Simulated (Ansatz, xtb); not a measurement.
The molecule InW, multiplicity 6 (lowest of 2S+1 = 2, 4, 6, 8 at PBE0/def2-TZVPP; our sources give no spin for the ground state, which may be another). No spin–orbit coupling.

Constants: fifth-degree fit in 1/R to seven points, most abundant isotopes. In def2 and cc sets the state is the lowest found near the PBE0 minimum, followed along R.

Run with Ansatz (an electronic-structure program) with Gaussian orbitals; xtb for the GFN methods. Values without a source in brackets are computed. In def2 rows elements past Kr take small-core potentials, without spin–orbit coupling. The GFN methods have no spin term and hold the electronic entropy of 300 K.

| level | r_e (Å) | ω_e (cm⁻¹) | ω_e x_e (cm⁻¹) | dipole (D) |
|---|---|---|---|---|
| GFN1-xTB | 2.805 | 177 | 1.1 | - |
| r2SCAN/def2-TZVPP | 2.838 | 136 | 0.36 | 0.10 |
| B97M-V/def2-TZVPP | 2.896 | ___ | 0.31 | 0.49 |
| B3LYP/def2-TZVPP | 2.849 | 139 | 0.31 | 0.78 |
| PBE0/def2-TZVPP | 2.832 | 140 | 0.34 | 0.12 |
| BHLYP/def2-TZVPP | 2.846 | 138 | 0.32 | 0.40 |
| CAM-B3LYP/def2-TZVPP | 2.816 | 145 | 0.32 | 0.41 |
| wB97X-V/def2-TZVPP | ___ | ___ | 0.31 | 0.19 |

Question: What belongs in the gaps?

Answer: 
- wB97X-V/def2-TZVPP, r_e (Å): 2.808
- wB97X-V/def2-TZVPP, ω_e (cm⁻¹): 147
- B97M-V/def2-TZVPP, ω_e (cm⁻¹): 128

Doubts at one or more of the structures used: a spin-contaminated determinant (r2SCAN/def2-TZVPP).
